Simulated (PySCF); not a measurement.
C2H7BO2, SMILES C(C)B(O)O.

Geometry: PBE0-D3(BJ)/def2-SVP. Other conformers were not sampled.

Computed with PySCF with r2SCAN/def2-TZVP.

Symmetry labels are those of the subgroup Cs that the program uses (full group Cs).

Computed valence orbital energies around the gap with their symmetry:
```json
[
 {"orbital": "HOMO−7", "symmetry": "A'", "energy (eV)": "-10.71"},
 {"orbital": "HOMO−6", "symmetry": "A'", "energy (eV)": "-10.08"},
 {"orbital": "HOMO−5", "symmetry": "A\"", "energy (eV)": "-9.49"},
 {"orbital": "HOMO−4", "symmetry": "A'", "energy (eV)": "-9.08"},
 {"orbital": "HOMO−3", "symmetry": "A'", "energy (eV)": "-8.81"},
 {"orbital": "HOMO−2", "symmetry": "A\"", "energy (eV)": "-8.32"},
 {"orbital": "HOMO−1", "symmetry": "A\"", "energy (eV)": "-7.85"},
 {"orbital": "HOMO", "symmetry": "A'", "energy (eV)": "-7.48"},
 {"orbital": "LUMO", "symmetry": "A'", "energy (eV)": "0.61"},
 {"orbital": "LUMO+1", "symmetry": "A\"", "energy (eV)": "0.93"},
 {"orbital": "LUMO+2", "symmetry": "A'", "energy (eV)": "1.55"},
 {"orbital": "LUMO+3", "symmetry": "A'", "energy (eV)": "1.98"}
]
```
